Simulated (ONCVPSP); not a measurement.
Transferability test, ONCV potential for O

oxygen, optimised norm-conserving Vanderbilt (ONCV), made with ONCVPSP 4.0.1 (LDA (Perdew-Zunger), scalar-relativistic). Core [He], reference 2s2 2p4. Waves: 2s: rc 0.70 bohr, ncon 4, nbas 7, qcut 10.5 1/bohr, local; 2p: rc 2.05 bohr, ncon 4, nbas 8, qcut 5.2 1/bohr, 2 projectors, debl 3.9 Ha; d scattering state at 0.17 Ha: rc 2.00 bohr, ncon 4, nbas 8, qcut 5.4 1/bohr, 1 projector. Local part: the s channel. Core correction: Teter function, fcfact 2, rcfact 1.45.

Energies are relative to the spin-unpolarised reference configuration 2s2 2p4; without spin polarisation the order of configurations can differ from experiment.

```json
{"valence configuration": "2s2 2p3", "charge": "+1", "ΔE all-electron (eV)": "16.584", "error AE − PS (meV)": "+187"}
{"valence configuration": "2s2 2p2", "charge": "+2", "ΔE all-electron (eV)": "50.292", "error AE − PS (meV)": "+1303"}
{"valence configuration": "2s0 2p6", "charge": "0", "ΔE all-electron (eV)": "29.228", "error AE − PS (meV)": "-167"}
```

**Question.** What are ΔE and the potential's error for 2s2 2p1?

**Answer.** ΔE = 104.255 eV all-electron; the error (AE − PS) is +4408 meV.

Levels in the configuration 2s2 2p2:

```tsv
level	all-electron (eV)	pseudo (eV)
2s	-58.017	-57.202
2p	-43.350	-41.436
```
